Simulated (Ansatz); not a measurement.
System: sum formula SiHS, net charge 1, singlet state. SMILES: [Si]=[SH+]
Geometry from a B3LYP-D3(BJ)/def2-TZVP (Ansatz, a quantum-chemistry and plane-wave program) optimisation:
```
S
H 1 1.3631
Si 1 2.0643 2 88.43
```
Charge +1, spin multiplicity 1.

PBE beside other levels, property by property. Correlated levels leave the core frozen unless marked. Open shells are spin-unrestricted. No spin-orbit coupling. No relativistic terms. Basis-set limits of correlation are two-point, X^-3; Hartree-Fock from the larger set. Vertical energies are electronic, to the SCF solution reached for that spin. Anions need diffuse functions, of which def2-TZVPD holds fewer than the aug- sets. The coupled-cluster column (Ansatz) is a level with limits of its own: CCSD(T)/CBS(aug-cc-pV(T+d)Z,aug-cc-pV(Q+d)Z).

```json
[
 {"property": "vertical triplet-singlet gap (eV)", "PBE/def2-TZVPD (Ansatz)": "2.57", "B2PLYP/def2-TZVPD (Ansatz)": "2.72", "CCSD(T)/aug-cc-pV(D+d)Z (Ansatz)": "2.72", "CCSD(T)/aug-cc-pV(T+d)Z (Ansatz)": "2.73", "coupled cluster": "2.77"},
 {"property": "vertical electron affinity to the doublet (eV)", "PBE/def2-TZVPD (Ansatz)": "7.36", "B2PLYP/def2-TZVPD (Ansatz)": "7.25", "CCSD(T)/aug-cc-pV(D+d)Z (Ansatz)": "7.16", "CCSD(T)/aug-cc-pV(T+d)Z (Ansatz)": "7.29", "coupled cluster": "7.34"}
]
```

As the rows show:
- vertical triplet-singlet gap: PBE lies 0.20 eV below coupled cluster.
- vertical electron affinity to the doublet: PBE lies 0.02 eV above coupled cluster.
